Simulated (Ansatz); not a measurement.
Molecule: C4H5N (charge 0, singlet). SMILES: C(=C)CC#N
Structure (B3LYP-D3(BJ)/def2-TZVP (Ansatz, a program for electronic structure) minimum search):
```xyz
10

C     -2.1869     0.0014    -0.0997
C     -1.0155     0.1347     0.5022
C      0.1869    -0.7208     0.1919
C      1.3507     0.0760    -0.1935
N      2.2591     0.7158    -0.4883
H     -3.0292     0.6267     0.1648
H     -2.3480    -0.7354    -0.8782
H     -0.8741     0.8865     1.2709
H     -0.0398    -1.4231    -0.6129
H      0.4670    -1.3137     1.0688
```
Charge 0, spin multiplicity 1.

Wanted: atomisation energy, in kcal/mol. Conventions: non-relativistic; atomisation electronic, to ground-state atoms; dispersion terms only where a functional's name holds one; six Cartesian d functions in 6-31G* and its kin unless marked 5d; valence correlation only; UHF or UKS for open shells; spin-orbit terms left out. CBS marks a two-point X^-3 extrapolation of the correlation energy; Hartree-Fock from the larger set. The bracket is a focal-point correction in the basis named. First-principles rows: single points at B3LYP-D3(BJ) geometries (Ansatz).

| species | coefficient | E at MP2/6-31G* (Ansatz), Eh | E at wB97X-V/def2-TZVPD (Ansatz), Eh |
|---|---|---|---|
| C=CCC#N | -1 | -209.45993 | -210.15667 |
| C atom | +4 | -37.73297 | -37.84665 |
| H atom | +5 | -0.49823 | -0.50049 |
| N atom | +1 | -54.45701 | -54.58636 |

Coupled cluster (Ansatz) is a level with limits of its own, used here on species with T1 under 0.025 (0.045 for open shells) and stable references: RI-MP2/CBS(aug-cc-pVTZ,aug-cc-pVQZ)+[CCSD(T)-MP2]/aug-cc-pVTZ. Value to compare with, RI-MP2/CBS(aug-cc-pVTZ,aug-cc-pVQZ)+[CCSD(T)-MP2]/aug-cc-pVTZ (Ansatz): 1053.6 kcal/mol. 1 Eh = 627.5095 kcal/mol.

Compute it at each level from the table, and compare with RI-MP2/CBS(aug-cc-pVTZ,aug-cc-pVQZ)+[CCSD(T)-MP2]/aug-cc-pVTZ (Ansatz).


- MP2/6-31G*: the sum of coefficient times E is 1.57989 Eh, or 991.40 kcal/mol. Result: 991.4 kcal/mol. Its difference against RI-MP2/CBS(aug-cc-pVTZ,aug-cc-pVQZ)+[CCSD(T)-MP2]/aug-cc-pVTZ (Ansatz) is -62.2 kcal/mol.
- wB97X-V/def2-TZVPD: the sum of coefficient times E is 1.68126 Eh, or 1055.01 kcal/mol. Result: 1055.0 kcal/mol. Its difference against RI-MP2/CBS(aug-cc-pVTZ,aug-cc-pVQZ)+[CCSD(T)-MP2]/aug-cc-pVTZ (Ansatz) is 1.4 kcal/mol.
